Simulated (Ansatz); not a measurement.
A run for Ansatz (an electronic-structure program): U-r2SCAN/cc-pVTZ on Br2, a point of a bond scan (R = 2.084 Å).

Ansatz 0.2 input:
```yaml
crystal:
  periodic: [false, false, false]
  atoms:
    - {symbol: Br, position_ang: [-0.00000000, -0.00000000, -1.15786913]}
    - {symbol: Br, position_ang: [0.00000000, 0.00000000, 0.92629530]}
basis:
  gaussian:
    orbitals: cc-pVTZ
hamiltonian:
  xc: {name: r2SCAN}
magnetization: {spin_polarized: true, initial_magnetization: 0}
```

Program output:

```
WARN ansatz: RAYON_NUM_THREADS=2 ignored (pool sized by the plan → 2); use --threads N
Functional definition: r2SCAN
integrals: 0.03 GiB planned
748 factors; their error is unknown
mean field: 0.31 GiB planned
mean field evaluation 1: about -140093.5246 eV, gradient 5.5e0 eV
mean field evaluation 2: about -140093.6013 eV, gradient 1.9e0 eV
mean field evaluation 4: about -140093.6083 eV, gradient 8.0e-2 eV
mean field evaluation 8: about -140093.5987 eV, gradient 2.3e-3 eV
mean field -140093.59867121 eV, -5148.3447923152 hartree, gradient 2.7e-6 eV, S^2 0.000000; 0 other end points of the search recorded, 0 dependent functions left out
reference -140093.59867915 eV, -5148.3447926070 hartree; 35, 35 occupied and 51, 51 virtual orbitals, 748 factors
Total energy: -140093.59867915 eV, -5148.3447926070 hartree
```

The calculation finished and met its thresholds.

Cost: very roughly 5 core-seconds.
